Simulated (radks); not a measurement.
The numbers below are computed, except where a source is named.
The nuclear charge of the lead ion Pb+ is varied continuously with 81 electrons held in [Hg] 6p1. Level of theory: Dirac Kohn-Sham, PBE, spin-unpolarised, spherical densities, point nucleus; open shells are shared between the two j in proportion to 2j + 1 (a radial shooting solver on a logarithmic mesh with Libxc functionals). By the Hellmann-Feynman theorem dE/dZ = E(electron-nucleus)/Z, the electronic potential at the nucleus.

\begin{tabular}{lrrrrr}
Z & E (hartree) & E(electron-nucleus)/Z (hartree) & HOMO & e(HOMO) (eV) & <r> HOMO (bohr) \\ \hline
81 & -20288.8594 & -633.083 & 6p3/2 & -2.111 & 4.053 \\
81.1 & -20352.2314 & -634.356 & 6p3/2 & -2.727 & 3.895 \\
81.2 & -20415.7306 & -635.629 & 6p3/2 & -3.372 & 3.763 \\
81.3 & -20479.3573 & -636.904 & 6p3/2 & -4.045 & 3.648 \\
81.4 & -20543.1114 & -638.179 & 6p3/2 & -4.742 & 3.548 \\
81.5 & -20606.9930 & -639.455 & 6p3/2 & -5.463 & 3.458 \\
81.6 & -20671.0023 & -640.732 & 6p3/2 & -6.206 & 3.377 \\
81.7 & -20735.1394 & -642.010 & 6p3/2 & -6.969 & 3.304 \\
81.8 & -20799.4043 & -643.289 & 6p3/2 & -7.752 & 3.237 \\
81.9 & -20863.7971 & -644.569 & 6p3/2 & -8.554 & 3.175 \\
82 & -20928.3181 & -645.850 & 6p3/2 & -9.375 & 3.118 \\
82.1 & -20992.9672 & -647.132 & 6p3/2 & -10.213 & 3.064 \\
82.2 & -21057.7446 & -648.416 & 6p3/2 & -11.068 & 3.014 \\
82.3 & -21122.6504 & -649.701 & 6p3/2 & -11.940 & 2.967 \\
82.4 & -21187.6848 & -650.987 & 6p3/2 & -12.828 & 2.922 \\
82.5 & -21252.8479 & -652.275 & 6p3/2 & -13.732 & 2.880 \\
82.6 & -21318.1398 & -653.563 & 6p3/2 & -14.652 & 2.840 \\
82.7 & -21383.5606 & -654.853 & 6p3/2 & -15.586 & 2.802 \\
82.8 & -21449.1105 & -656.144 & 6p3/2 & -16.536 & 2.766 \\
82.9 & -21514.7895 & -657.437 & 6p3/2 & -17.500 & 2.732 \\
83 & -21580.5979 & -658.731 & 6p3/2 & -18.479 & 2.699 \\
\end{tabular}

The central difference of E at Z = 82 is -645.850 hartree, to compare with the third column; the second derivative is -12.8 hartree.
